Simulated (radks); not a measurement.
Values are calculated unless marked as measured or tabulated.
Task: Ag I, configuration [Kr] 4d10 5s1. Level of theory: Dirac Kohn-Sham, exchange-only PBE, spin-unpolarised, spherical densities, point nucleus (a radial shooting solver on a logarithmic mesh with Libxc functionals).

Spin-orbit splittings of the eigenvalues, e(l+1/2) - e(l-1/2), with zeta = 2 splitting/(2l+1) and mean radii in bohr:

| shell | occ. | splitting (eV) | zeta (eV) | <r> j=l-1/2 | <r> j=l+1/2 |
|---|---|---|---|---|---|
| 2p | 6 | 175.4 | 116.9 | 0.1141 | 0.1192 |
| 3p | 6 | 30.94 | 20.63 | 0.3601 | 0.3710 |
| 3d | 10 | 6.232 | 2.493 | 0.3438 | 0.3473 |
| 4p | 6 | ? | ? | 0.9793 | 1.011 |
| 4d | 10 | 0.5545 | 0.2218 | 1.412 | 1.441 |

Estimate the 4p splitting.

Result: 5.101 eV (zeta = 3.401 eV).
